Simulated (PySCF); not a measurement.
## Gas-phase thermal properties of IF₅

Energies from PySCF (xtb for GFN2), thermal terms from the rigid-rotor harmonic-oscillator model, ideal gas at 1 bar. All species are closed-shell singlets. I: scalar-relativistic def2 core potential, no spin-orbit coupling. The harmonic model lacks anharmonicity and excited electronic states, which grow with temperature; levels with a mode under 35 cm⁻¹ are left out.

| level | point group | σ | ZPE (kJ/mol) | S°298 (J/mol/K) | Cp298 (J/mol/K) | S°1000 (J/mol/K) | H1000 − H298 (kJ/mol) |
|---|---|---|---|---|---|---|---|
| GFN2-xTB | C4v | 4 | 20.6 | 369.1 | 116.9 | 522.2 | 89.7 |
| PBE/def2-SVP | C4v | 4 | 27.6 | 348.6 | 107.0 | 495.9 | 86.9 |
| PBE0/def2-TZVP | C4v | 4 | 30.5 | 337.7 | 103.4 | 482.9 | 85.9 |
σ: rotational symmetry number. Electronic degeneracy used: 1. Frequencies are unscaled.
